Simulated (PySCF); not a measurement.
Computed shifts of a molecule C4H6Cl2, PBE0/pcSseg-1 in PySCF, GIAO, gas phase, equivalent atoms averaged, in ppm (number of nuclei): ¹³C: 145.1 (1), 129.8 (1), 87.6 (1), 55.1 (1). ¹H: 6.50 (1), 5.81 (2), 5.55 (1), 3.07 (1), 2.74 (1). References: ¹³C against TMS (σ = 186.3 ppm); ³⁵Cl against HCl (σ = 945.9 ppm); ¹H against TMS (σ = 31.56 ppm), references at their B3LYP-D3(BJ)/def2-TZVP geometries, non-relativistic (without spin–orbit terms, shifts of atoms bonded to Cl or Br come out too high). The structure is a stationary point at ωB97X-D3(BJ)/def2-SVP. One conformer was computed; it need not be the lowest.

Identify the compound among the candidates.
(A) C=C(Cl)CCCl
(B) CC(C)=C(Cl)Cl
(C) C=CCC(Cl)Cl
(D) Cl/C=C/CCCl

C, C=CCC(Cl)Cl
